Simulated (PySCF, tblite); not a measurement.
Isomers of C8H10NP, one GFN2-xTB conformer each. Single-point energies are computed at PBE0/pcSseg-1 (PySCF, gas phase, no added dispersion term), electronic only.

```json
{"SMILES": "N#CCCP1C=CCC=C1", "GFN2-xTB relative energy (kJ/mol)": "135.4"}
{"SMILES": "Cc1cpcc(C2CC2)n1", "GFN2-xTB relative energy (kJ/mol)": "0.0"}
```

Conformers: `[N:1]#[C:2][CH2:3][CH2:4][P:5]1[CH:6]=[CH:7][CH2:8][CH:9]=[CH:10]1` with C2–C3–C4–P5 -81°, C3–C4–P5–C6 -51°, C4–P5–C6–C7 129°, C6–C7–C8–C9 -27°, C7–C8–C9–C10 27°, C4–P5–C10–C9 -127°; `[CH3:1][c:2]1[cH:3][p:4][cH:5][c:6]([CH:7]2[CH2:8][CH2:9]2)[n:10]1` with C5–C6–C7–C8 -145°.

Q: What does PBE0/pcSseg-1 give for the same structures?

A: 
```tsv
SMILES	PBE0/pcSseg-1 E (Eh)	PBE0/pcSseg-1 (kJ/mol)	GFN2-xTB (kJ/mol)	point group
Cc1cpcc(C2CC2)n1	-706.31799	0.0	0.0	–
N#CCCP1C=CCC=C1	-706.29337	64.6	135.4	C1
```

Both levels put the same isomer lowest. As drawn, the lower has an aromatic ring and a three-membered ring, which the higher lacks; the higher has a C≡N group and a C=C bond outside aromatic rings, which the lower lacks.

Q: Which frontier levels, dipoles and rotational constants go with these structures?

A: 
| SMILES | HOMO (eV, PBE0/pcSseg-1) | LUMO (eV) | dipole (D) | A, B, C (MHz) |
| --- | --- | --- | --- | --- |
| Cc1cpcc(C2CC2)n1 | -7.18 | -1.84 | 0.34 | 1849, 900.8, 638.2 |
| N#CCCP1C=CCC=C1 | -6.45 | -0.39 | 3.44 | 1703, 979.5, 805.0 |

Q: What happens when harmonic zero-point energies from GFN2-xTB frequencies are added?

A: 
```json
{"SMILES": "Cc1cpcc(C2CC2)n1", "ZPE (kJ/mol)": "415.6", "electronic (kJ/mol)": "0.0", "with ZPE (kJ/mol)": "0.0"}
{"SMILES": "N#CCCP1C=CCC=C1", "ZPE (kJ/mol)": "409.3", "electronic (kJ/mol)": "64.6", "with ZPE (kJ/mol)": "58.4"}
```

The zero-point energies span 6.3 kJ/mol. The order is unchanged.
